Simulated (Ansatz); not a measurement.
Harmonic frequencies (cm⁻¹) at PBE0-D4/def2-TZVP from Ansatz: 467.

Q: Which molecule is it?
A. `[As]#[As]`
B. `[Na][I]`
C. `[Al][I]`
D. `F[Se]`•

A: A.
